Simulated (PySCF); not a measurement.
**Steps of a relaxation of [Gd(NH2)4]−**

[Gd(NH2)4]− (singlet in the valence; each metal's 4f electrons, 7 of them, lie in its core potential, out of spins and levels; a saddle point, relaxed within its symmetry). PySCF 2.14.0, RKS PBE0, Gd lcecp-1-SVP with ECP53, N def2-SVP, H def2-SVP; non-relativistic Hamiltonian with scalar-relativistic core potentials where named; density fitting; no spin-orbit coupling. Origin of the start: template. Columns: position (Å) and force (eV/Å). Energies are counted from the last step; some of the 11 steps are shown. Forces carry noise of the integration grid, about 0.01 to 0.03 eV/Å.

Run from Python with OMP_NUM_THREADS=2. Where DIIS fails, smearing, a level shift and second-order steps follow.
It took 79 s on 2 threads of Arm Neoverse V1 (shared host), from the converged density of the start.

```xyz
13
step 0  E = 0.117 eV
Gd    0.0000    0.0000    0.0000     0.00    0.00    0.00
N     1.3159    1.3159    1.3159    -0.44   -0.12   -0.12
H     1.6566    1.0697    2.2435     0.18    0.22    0.03
H     1.6566    2.2435    1.0697     0.18    0.03    0.22
N    -1.3159   -1.3159    1.3159     0.44    0.12   -0.12
H    -1.6566   -1.0697    2.2435    -0.18   -0.22    0.03
H    -1.6566   -2.2435    1.0697    -0.18   -0.03    0.22
N     1.3159   -1.3159   -1.3159    -0.44    0.12    0.12
H     1.6566   -2.2435   -1.0697     0.18   -0.03   -0.22
H     1.6566   -1.0697   -2.2435     0.18   -0.22   -0.03
N    -1.3159    1.3159   -1.3159     0.44   -0.12    0.12
H    -1.6566    2.2435   -1.0697    -0.18    0.03   -0.22
H    -1.6566    1.0697   -2.2435    -0.18    0.22   -0.03
```

```xyz
13
step 3  E = 0.017 eV
Gd    0.0000    0.0000    0.0000     0.00    0.00    0.00
N     1.2466    1.3530    1.3530    -0.08    0.00    0.00
H     1.7011    1.0850    2.2253     0.01   -0.05    0.08
H     1.7011    2.2253    1.0850     0.01    0.08   -0.05
N    -1.2466   -1.3530    1.3530     0.08    0.00    0.00
H    -1.7011   -1.0850    2.2253    -0.01    0.05    0.08
H    -1.7011   -2.2253    1.0850    -0.01   -0.08   -0.05
N     1.2466   -1.3530   -1.3530    -0.08    0.00    0.00
H     1.7011   -2.2253   -1.0850     0.01   -0.08    0.05
H     1.7011   -1.0850   -2.2253     0.01    0.05   -0.08
N    -1.2466    1.3530   -1.3530     0.08    0.00    0.00
H    -1.7011    2.2253   -1.0850    -0.01    0.08    0.05
H    -1.7011    1.0850   -2.2253    -0.01   -0.05   -0.08
```

```xyz
13
step 7  E = 0.003 eV
Gd    0.0000    0.0000    0.0000     0.00    0.00    0.00
N     1.1725    1.3898    1.3898    -0.03   -0.05   -0.05
H     1.6091    1.1263    2.2745     0.01    0.03    0.01
H     1.6091    2.2745    1.1263     0.01    0.01    0.03
N    -1.1725   -1.3898    1.3898     0.03    0.05   -0.05
H    -1.6091   -1.1263    2.2745    -0.01   -0.03    0.01
H    -1.6091   -2.2745    1.1263    -0.01   -0.01    0.03
N     1.1725   -1.3898   -1.3898    -0.03    0.05    0.05
H     1.6091   -2.2745   -1.1263     0.01   -0.01   -0.03
H     1.6091   -1.1263   -2.2745     0.01   -0.03   -0.01
N    -1.1725    1.3898   -1.3898     0.03   -0.05    0.05
H    -1.6091    2.2745   -1.1263    -0.01    0.01   -0.03
H    -1.6091    1.1263   -2.2745    -0.01    0.03   -0.01
```

Where does the relaxation end?

It converges at step 10 in D2d:
```xyz
13
step 10  E = 0
Gd    0.0000    0.0000    0.0000
N     1.1539    1.3947    1.3947
H     1.5624    1.1530    2.2990
H     1.5624    2.2990    1.1530
N    -1.1539   -1.3947    1.3947
H    -1.5624   -1.1530    2.2990
H    -1.5624   -2.2990    1.1530
N     1.1539   -1.3947   -1.3947
H     1.5624   -2.2990   -1.1530
H     1.5624   -1.1530   -2.2990
N    -1.1539    1.3947   -1.3947
H    -1.5624    2.2990   -1.1530
H    -1.5624    1.1530   -2.2990
```

How did the contacts change?


```json
{"contact": "Gd1–N2 (NH2)", "start (Å)": "2.279", "end (Å)": "2.285"}
{"contact": "Gd1–N5 (NH2)", "start (Å)": "2.279", "end (Å)": "2.285"}
{"contact": "Gd1–N8 (NH2)", "start (Å)": "2.279", "end (Å)": "2.285"}
{"contact": "Gd1–N11 (NH2)", "start (Å)": "2.279", "end (Å)": "2.285"}
```


An lcecp potential fixes the number of 4f electrons, so in runs with it no electron can move into or out of that shell.
